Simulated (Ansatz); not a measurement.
Ansatz (a first-principles code) input (B2PLYP/def2-TZVPD):

Ansatz 0.2 input:
```yaml
crystal:
  periodic: [false, false, false]
  atoms:
    - {symbol: C, position_ang: [-1.94266217, 0.60787396, -0.02670767]}
    - {symbol: Si, position_ang: [-0.96658638, -0.82877588, -0.22816383]}
    - {symbol: O, position_ang: [0.74800637, -0.65802076, -0.07024776]}
    - {symbol: Si, position_ang: [1.46573603, 0.76264575, 0.25213245]}
    - {symbol: H, position_ang: [-2.28370253, 0.94871900, 0.94626801]}
    - {symbol: H, position_ang: [-2.15254710, 1.28913041, -0.84585571]}
    - {symbol: H, position_ang: [-1.04385727, -1.46070578, -1.58848337]}
    - {symbol: H, position_ang: [-1.21737843, -1.91107664, 0.78253090]}
    - {symbol: H, position_ang: [1.30794828, 1.82203366, -0.78185826]}
    - {symbol: H, position_ang: [2.93739683, 0.47898349, 0.30595375]}
    - {symbol: H, position_ang: [1.13596720, 1.37566005, 1.56811213]}
basis:
  gaussian:
    orbitals: def2-TZVPD
hamiltonian:
  xc: {name: B2PLYP}
total_charge: -1
magnetization: {spin_polarized: false}
correlation: {electrons: outside_noble_gas}
```

Output:

```
Functional definition: B2PLYP
integrals: 0.41 GiB planned
1532 factors; integrals over basis functions are off by at most 8.9e-4 eV
0.37 GiB of the device are held for the grids
1.26 GiB of device memory are held for the factors and their scratch space
mean field: 1.40 GiB planned
mean field evaluation 1: about -18937.7701 eV, gradient 4.3e1 eV
mean field evaluation 2: about -18937.9342 eV, gradient 4.3e1 eV
mean field evaluation 4: about -18942.0743 eV, gradient 4.5e0 eV
mean field evaluation 8: about -18942.1401 eV, gradient 5.6e-1 eV
mean field evaluation 16: about -18942.1407 eV, gradient 1.1e-4 eV
mean field -18942.14073845 eV, -696.1108326937 hartree, gradient 7.0e-6 eV, S^2 0.000000; 0 other end points of the search recorded, 0 dependent functions left out
12 core orbitals not correlated
reference -18942.14095693 eV, -696.1108407227 hartree; 13, 13 occupied and 201, 201 virtual orbitals, 1532 factors
second order -22.37303347 eV of doubles, -0.00000000 eV of singles
Total energy: -18948.18167596 eV, -696.3328330528 hartree
```

It need not be the lowest isomer of its formula. Whether it binds its extra electron was not tested at this geometry.
